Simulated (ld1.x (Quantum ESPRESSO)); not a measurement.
Results of a calculation; reference values are marked as such.
## Hardness and transferability of assorted potentials

Generated with ld1.x 7.5 (TM, RRKJ, ultrasoft, PAW), atompaw 4.2 or ONCVPSP 4.0.1. The cutoff is in Ry: for ld1.x and atompaw files where the sum of valence levels is converged to 10 mRy in a Bessel basis, for ONCV files where the hardest occupied wave has 1 mHa per electron of residual kinetic energy. The error is the largest all-electron minus pseudo excitation energy over each file’s own four to seven test configurations (ionisations up to +4, promotions, holes and added fractions of an electron), all of which were solved. The labels leave out finer settings (local radius, basis sizes, second energies), which also bear on the numbers. Spin-polarised tests are not counted. The rows are a selection from randomly drawn settings: files with unsolved tests, undetermined cutoffs or missed reference levels are left out.

A true bound ghost makes a file unfit for plane-wave use even where its test errors are small: the radial tests pick states by their node count and pass the ghost by.

| element | potential | cutoff (Ry) | largest error (meV) | bound ghosts |
| --- | --- | --- | --- | --- |
| Al | TM, revPBE, fully relativistic, rc 2.20/1.95/2.20 (spd), local p, core correction yes, reference 3s1.75 3p1.25 | 10 | -7.6 | none |
| Cl | TM, revPBE, scalar-relativistic, rc 1.10/0.95/0.95 (spd), local s, core correction yes, reference 3s1.75 3p5.25 | 160 | +173 | none |
| Cd | TM, PBE, scalar-relativistic, rc 1.70/1.55/1.15/1.35 (spdf), local p, core correction no, reference 4p6 4d10 5s2 5p0 | 90 | +239 | s |
| Hf | ultrasoft, PBE, scalar-relativistic, rc 2.90/3.50/1.85 (spd), local smoothed, core correction yes, reference 5d2 6s2 6p0 | 25 | -331 | none |
| Pt | ultrasoft, PBEsol, fully relativistic, rc 2.30/1.85/1.65 (spd), local smoothed, core correction yes, reference 5p6 5d9 6s1 6p0 | 40 | -72 | none |

Problem. Fill in the row for Te: TM, LDA (PZ), scalar-relativistic, rc 1.70/1.75/0.90 (spd), local s, core correction no, reference 4d10 5s2 5p3.

Solution. cutoff 140 Ry, largest error -415 meV, bound ghosts: none.

Problem. Fill in the row for Ge: PAW, PBEsol, non-relativistic, rc 1.74/1.75/1.95 (spd), local smoothed, core correction yes, reference 4s1 4p3.

Solution. cutoff 8 Ry, largest error -208 meV, bound ghosts: d.

Problem. Fill in the row for Ho: TM, PBEsol, scalar-relativistic, rc 2.40/3.25/3.55 (spd), local s, core correction yes, reference 5d1.5 6s1.5 6p0.

Solution. cutoff 15 Ry, largest error -111 meV, bound ghosts: none.
